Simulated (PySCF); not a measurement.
Input of a run (PBE0/def2-SV(P) geometry optimisation, gas phase (PySCF 2.14.0)), started from GFN2-xTB:
```
{"job": {"xc": "PBE0", "basis": "def2-SV(P)", "grid": 1, "kind": "geom"}, "charge": 0, "multiplicity": 1}
C      2.603445    -0.504249    -0.192661
P      0.910258    -0.302112     0.532361
N      0.662858    -0.685386     2.020031
C      0.393957     1.372866    -0.080486
C     -1.104057     1.488761     0.173123
C     -1.899566     0.471280    -0.641984
C     -1.617060    -0.966164    -0.210601
C     -0.170462    -1.369153    -0.473071
H      3.273540     0.218663     0.272332
H      2.613831    -0.364386    -1.269921
H      2.948587    -1.507534     0.055046
H      1.192504    -0.160135     2.701016
H      0.939035     2.138232     0.480400
H      0.624073     1.491272    -1.140482
H     -1.290950     1.312407     1.236395
H     -1.445936     2.499471    -0.068369
H     -2.965950     0.674372    -0.516787
H     -1.661746     0.588861    -1.703286
H     -1.809086    -1.064739     0.859456
H     -2.291143    -1.643720    -0.742629
H      0.001909    -2.401236    -0.159517
H      0.081547    -1.267987    -1.532000
```

Output (energies in Eh, forces in Eh/bohr):
```
step   0  E = -632.33570146  max force = 0.029310
step   1  E = -632.33897193  max force = 0.002738
step   2  E = -632.33905658  max force = 0.000837
step   3  E = -632.33906808  max force = 0.000292
optimisation converged
```

Question: Summarise the run.

Answer: The energy falls by 0.092 eV over 4 energy and gradient evaluations, the largest force component goes from 0.0293 to 2.9e-04 Eh/bohr, and the atoms move by 0.047 Å rms after alignment. Among the bonds, C1–P2 and P2=N3 change most and about equally (-0.018 to +0.019 Å). Bonds longer at the end by more than 0.005 Å: 17 of 22; shorter: 2. Among the angles that change most is P2–C4–C5, from 106.7° to 109.2°. The energy never rose by more than 1e-6 Eh on the way. The first step brought 97 % of the lowering.

Question: What are the final bond lengths?

Answer: C1–P2 1.835 Å, P2=N3 1.575 Å, P2–C4 1.847 Å, C4–C5 1.531 Å, C5–C6 1.531 Å, C6–C7 1.530 Å, C7–C8 1.531 Å, P2–C8 1.822 Å, C1–H9 1.104 Å, C1–H10 1.104 Å, C1–H11 1.103 Å, N3–H12 1.020 Å, C4–H13 1.105 Å, C4–H14 1.107 Å, C5–H15 1.105 Å, C5–H16 1.105 Å, C6–H17 1.104 Å, C6–H18 1.108 Å, C7–H19 1.104 Å, C7–H20 1.105 Å, C8–H21 1.104 Å, C8–H22 1.106 Å. Numbering counts from 1 in the input's order; the species is `CP1(=N)CCCCC1`.

The run used 144 basis functions and 27 SCF cycles in all.

Whether it is a minimum is left open (no frequencies). One conformer, not necessarily the lowest.
